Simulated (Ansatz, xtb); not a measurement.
## Ranking isomers of C4H6B+

4 gas-phase structures of C4H6B+, from a drawn sample of its isomers (lower ones may exist). Each was relaxed with GFN2-xTB:

A. `CBc1c[cH+]1`, a singlet
B. `B[C+]1C=CC1`, a singlet
C. `BC[c+]1cc1`, a singlet
D. `Bc1c[c+]1C`, a singlet

Problem. Make a reasoned guess at their ranking by r2SCAN-D4/def2-SVP single-point energy.

Solution. Calculated order at r2SCAN-D4/def2-SVP: A (0.0), D (1.4), C (12.6), B (17.2) kcal/mol.

Energies above the lowest of each column, in kcal/mol; the last columns are at PBE0-D3(BJ)/def2-SVP geometries (a dash: not run or not comparable):

```tsv
structure	GFN2-xTB	HF/STO-3G	r2SCAN-D4/def2-SVP	PBE0-D3(BJ)/def2-SVP	CCSD(T)/def2-SVP + ΔMP2/def2-TZVPP
A	15.1	0.1	0.0	0.0	0.0
D	0.0	0.0	1.4	1.3	1.6
C	14.8	12.8	12.6	11.8	11.4
B	9.2	16.2	17.2	16.2	–
```

CCSD(T)/def2-SVP + ΔMP2/def2-TZVPP puts A lowest of those it was run on; GFN2-xTB picks D. Flexible structures stand in one conformer each, not always the lowest. A keeps a small imaginary mode. Frequencies (PBE0-D3(BJ)/def2-SVP) were run for A, C, D alone. ΔMP2 is the change of the MP2 energy from the smaller to the larger basis.

Over these structures GFN2-xTB departs from r2SCAN-D4/def2-SVP by 6.7 kcal/mol on average once a common shift is removed. A GFN2-xTB relaxation took about 0.17 s and the r2SCAN-D4/def2-SVP energy about 1.6 s on a shared host (Ansatz 0.2.0, xtb 6.7.1).
